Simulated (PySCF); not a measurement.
## Dipole moment and polarisability of `N#C[C@H](O[SiH2]C(F)(F)F)C(F)(F)F`

C4H3F6NOSi.
Geometry (PBE0-D3(BJ)/def2-SVP, Å), atoms numbered from 1 in this order:
```xyz
16
C4H3F6NOSi angstrom
N     -1.0809   -2.3188   -2.6501
C     -0.9045   -1.5141   -1.8404
C     -0.6590   -0.4898   -0.8174
O      0.0086   -1.0534    0.2580
Si     0.9924   -0.3412    1.4094
C      1.9747    1.0619    0.5156
F      2.6632    0.5826   -0.5314
F      2.8408    1.6671    1.3330
F      1.1453    2.0072    0.0325
C     -1.9815    0.1410   -0.3563
F     -2.7958   -0.7548    0.1773
F     -1.7147    1.0672    0.5681
F     -2.5923    0.7268   -1.3768
H     -0.0877    0.3283   -1.2952
H      0.2282    0.2671    2.5259
H      1.9434   -1.3814    1.8613
```

Level: wB97X-D/def2-SVPD (PySCF), static field, nuclei fixed, core orbitals frozen in the response. The polarisability tensor in these axes (au):

```
x   81.40  3.25  7.37
y    3.25 81.33  8.61
z    7.37  8.61 87.41
```

Task: Diagonalise the tensor; give its mean and Δα, where Δα² is half the sum of the squared differences of the eigenvalues.

Result: Principal values 74.52, 78.20 and 97.42 au; mean 83.38 au = 12.36 Å³ = 13.75 × 10⁻⁴⁰ C²·m²/J; Δα = 21.30 au (26 % of the mean).

Task: What is the dipole moment, and where does it point?

Result: (1.11, 1.13, 2.84) D, 3.25 D in size, pointing from the negative to the positive side. Measured along this direction, the outermost atoms are N1 at the negative end and F8 at the positive end.

Task: Directions of the eigenvectors, and the extent of the frame along each?

Result: Largest value along (0.44, 0.49, 0.75), where the nuclei span 6.68 Å; middle along (0.80, -0.59, -0.09), 4.60 Å; least along (-0.40, -0.64, 0.66), 3.52 Å. The response follows the extents in order.

Task: In TDDFT the mean static polarisability is Σ f/ω² over all singlet excitations (ω in hartree). How much of it do the 10 lowest give? Their energies (eV) and oscillator strengths: 7.31, 0.0006; 7.72, 0.0025; 7.89, 0.0056; 8.07, 0.0021; 8.08, 0.0016; 8.78, 0.0137; 8.86, 0.0001; 8.94, 0.0089; 9.17, 0.0213; 9.28, 0.0082.

Result: They add up to 0.62 au, 0.7 % of the 83.38 au; the largest single term is 0.19 au, from the state at 9.17 eV. Terms in order: 0.01, 0.03, 0.07, 0.02, 0.02, 0.13, 0.00, 0.08, 0.19, 0.07 au. Higher excitations give the rest. The strengths listed sum to 0.065.

Task: What would n − 1 = 2πNα be for an ideal gas of these molecules at 298.15 K and 1 atm, electronic part alone?

Result: N = p/kT = 2.4615 × 10¹⁹ cm⁻³, so n − 1 = 2π × N × 12.36 × 10⁻²⁴ cm³ = 1911 × 10⁻⁶ at long wavelengths.

Task: How large is μ²/3kT at 350 K beside α?

Result: In Gaussian units μ²/3kT = 72.99 Å³ against 12.36 Å³, a ratio of 5.91; the Debye molar polarisation (4π/3)N_A(α + μ²/3kT) is 215.3 cm³/mol, leaving out the vibrational part.

The structure is a single PBE0-D3(BJ)/def2-SVP conformer in the gas phase; no vibrational or solvent corrections.

These values come from a run that also computed excited states. Hardware: 2 threads, AMD EPYC 7R43 (x86_64), no GPU, shared host. Cost: 2.1 min wall, 4.6 min CPU (grids of density and orbitals included), 1.9 GiB resident at most.
